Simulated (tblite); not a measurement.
Compound: C7H5F3O2SSi.
SMILES with atom numbers: `[CH:1]#[C:2][C:3]1=[CH:4][CH:5]=[C:6]([S:7](=[O:8])(=[O:9])[C:10]([F:11])([F:12])[F:13])[SiH2:14]1` (hydrogens: H15 on C1; H16 on C4; H17 on C5; H18, H19 on Si14)

Cartesian coordinates in Å at the GFN2-xTB level; atoms count from 1:
```
atom  x, y, z in Å
C1     4.3526   -1.0484   -0.7638
C2     3.2294   -0.6265   -0.6584
C3     1.9300   -0.1514   -0.4870
C4     1.2020    0.4365   -1.4694
C5    -0.1241    0.8675   -1.0988
C6    -0.4678    0.6263    0.1752
S7    -2.0226    1.0277    0.8357
O8    -2.6798    2.0795    0.1264
O9    -1.9440    1.0713    2.2628
C10   -2.9840   -0.5576    0.4304
F11   -4.2279   -0.5456    0.8824
F12   -3.0096   -0.7442   -0.8921
F13   -2.3444   -1.6043    0.9665
Si14   0.9109   -0.2210    1.1368
H15    5.3316   -1.4099   -0.8732
H16    1.5654    0.5863   -2.4744
H17   -0.7761    1.3535   -1.8085
H18    0.5681   -1.5863    1.5196
H19    1.4805    0.6205    2.1825
```

Computed values, GFN2-xTB/tblite, gas phase, harmonic and unscaled. Against measured fundamentals such values can be off by several per cent, at times by over 20. Modes of hydrogen on silicon can be 10 to 20 % off. One conformer, not necessarily the lowest.

Harmonic wavenumbers (cm⁻¹): 25.9, 35.7, 40.5, 74.0, 87.9, 130.4, 136.9, 154.2, 212.1, 232.5, 270.3, 280.4, 310.0, 356.0, 372.2, 402.0, 403.4, 449.2, 470.7, 475.2, 485.4, 533.6, 542.0, 567.1, 582.8, 612.5, 654.9, 660.1, 662.1, 670.9, 726.3, 833.7, 894.1, 981.7, 1053.3, 1081.1, 1090.2, 1122.8, 1159.4, 1177.8, 1209.0, 1268.6, 1285.7, 1496.6, 1597.2, 2215.9, 2313.4, 2321.6, 3086.4, 3094.0, 3391.4.

A = 1189, B = 318.9, C = 313.8 MHz; mass 237.973 u (most abundant isotopes); point group C1, symmetry number 1.

Q: What is the zero-point energy?

A: Half the sum of the wavenumbers: 22146 cm⁻¹ = 63.32 kcal/mol.

Q: Give the ideal-gas entropy at 350 K and 1 bar in the rigid-rotor, harmonic-oscillator model (classical rotation).

A: Translation 43.13, rotation 32.75, vibration 61.95: S = 137.8 cal/(mol K).

Q: And Cp and H(350 K) − H(0)?

A: Cp = 62.89 cal/(mol K), of which vibrations give 54.94 (their classical limit is 51 R = 101.3); H(350 K) − H(0) = 13.43 kcal/mol without the zero-point energy, 10.65 from vibrations.

Q: Blend soft modes into free rotors: weight 1/[1 + (100 cm⁻¹/ν̃)⁴] for the oscillator and the rest for a rotor with moment μB/(μ + B), μ = h/(8π²ν), B = 10⁻⁴⁴ kg m². What vibrational entropy results?

A: 54.93 cal/(mol K) in place of 61.95, which changes −T·S at 350 K by +2.46 kcal/mol.

Q: How do the functions run with temperature in this model?

A: 
```json
{"T (K)": "100", "S (cal/(mol K))": "84.1", "Cp (cal/(mol K))": "26.8", "H − H(0) (kcal/mol)": "1.78", "G − H(0) (kcal/mol)": "-6.64", "ln q(vib)": "4.24"}
{"T (K)": "200", "S (cal/(mol K))": "108.1", "Cp (cal/(mol K))": "43.8", "H − H(0) (kcal/mol)": "5.32", "G − H(0) (kcal/mol)": "-16.29", "ln q(vib)": "9.04"}
{"T (K)": "300", "S (cal/(mol K))": "128.5", "Cp (cal/(mol K))": "57.5", "H − H(0) (kcal/mol)": "10.42", "G − H(0) (kcal/mol)": "-28.14", "ln q(vib)": "13.64"}
{"T (K)": "500", "S (cal/(mol K))": "162.5", "Cp (cal/(mol K))": "75.0", "H − H(0) (kcal/mol)": "23.85", "G − H(0) (kcal/mol)": "-57.38", "ln q(vib)": "22.14"}
{"T (K)": "800", "S (cal/(mol K))": "201.0", "Cp (cal/(mol K))": "88.5", "H − H(0) (kcal/mol)": "48.62", "G − H(0) (kcal/mol)": "-112.20", "ln q(vib)": "33.09"}
{"T (K)": "1000", "S (cal/(mol K))": "221.4", "Cp (cal/(mol K))": "93.6", "H − H(0) (kcal/mol)": "66.87", "G − H(0) (kcal/mol)": "-154.49", "ln q(vib)": "39.36"}
```

q(vib) and H(0) count from the zero-point level.

Hindered rotation and anharmonicity are outside this model. Other conformers, if any are populated, would add a mixing term that is left out. The structure is chiral; the term R ln 2 for an equal mix with its mirror image is left out.

On Arm Neoverse N1, one thread (shared host), this took 2.2 s. The figure is for the frequency step alone.
